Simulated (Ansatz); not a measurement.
Consider the redistribution: `F[B](F)[SnH3]` + `FBN[SiH3]` → `[SiH3][NH][SnH3]` + `FBB(F)F`.

Isolated molecules relaxed with PBE0-D4/def2-TZVP in Ansatz; ΔE leaves out vibrations. CCSD(T)/CBS is the MP2 limit (def2-TZVPP, def2-QZVPP) plus CCSD(T) − MP2 in def2-TZVPP, frozen cores. Functionals use def2-TZVPP. B3LYP here is the variant with VWN-RPA as its local correlation; programs differ in this. HSE06 is defined as in plane-wave codes. def2 core potentials past Kr. For Sn outer-core shells are correlated without core-valence functions, which leaves a few kJ/mol of doubt a bond. Each species was taken in one conformer, which may not be the lowest.

```tsv
level	ΔE (kJ/mol)	difference from CCSD(T)/CBS
LDA (SPW92)	176.2	26.7
revPBE-D4	153.7	4.2
r2SCAN-D4	161.7	12.2
B97M-V	151.5	2.0
PBE0-D4	159.1	9.6
B3LYP-D4	155.0	5.5
r2SCANh-D4	162.1	12.6
r2SCAN0-D4	162.5	13.0
HSE06-D4	159.2	9.7
BHLYP-D4	153.8	4.3
CAM-B3LYP-D4	156.4	6.9
ωB97X-V	151.2	1.7
ωB97M-V	159.5	10.0
B2PLYP	154.6	5.1
PBE-QIDH	157.1	7.6
PBE	160.6	11.1
revPBE	155.6	6.1
BLYP	156.2	6.7
r2SCAN	162.2	12.7
PBE0	160.6	11.1
B3LYP	157.5	8.0
r2SCAN0	163.1	13.6
HSE06	160.6	11.1
BHLYP	156.7	7.2
CAM-B3LYP	158.0	8.5
LC-ωPBE	153.6	4.1
RPA@PBE/def2-TZVPP	145.7	-3.8
HF/def2-SVP	159.9	10.4
MP2/def2-SVP	161.5	12.0
CCSD/def2-SVP	161.4	11.9
CCSD(T)/def2-SVP	162.3	12.8
HF/def2-TZVPP	147.3	-2.2
SCS-MP2/def2-TZVPP	148.0	-1.5
CCSD/def2-TZVPP	152.1	2.6
HF/def2-QZVPP	145.7	-3.8
MP2/def2-QZVPP	151.1	1.6
SCS-MP2/def2-QZVPP	146.0	-3.5
HF/CBS(def2)	145.5	-4.0
MP2/CBS(def2)	150.5	1.0
CCSD/CBS(def2)	149.3	-0.2
CCSD(T)/CBS	149.5	0
```

Largest T1 diagnostic among the species: 0.014.

In def2-TZVPP, CCSD(T) changes the Hartree–Fock value by +5.1 kJ/mol (the triples alone add +0.3 kJ/mol) and MP2 by +6.0 kJ/mol. At CCSD(T), def2-SVP lies +12.8 kJ/mol from the extrapolated value and def2-TZVPP +2.8 kJ/mol. Leaving LDA and LC-ωPBE aside and taking each functional with its dispersion term where it has one, the values spread over 11.3 kJ/mol, from ωB97X-V to r2SCAN0-D4. LDA lies +15.6 kJ/mol from PBE without D4.
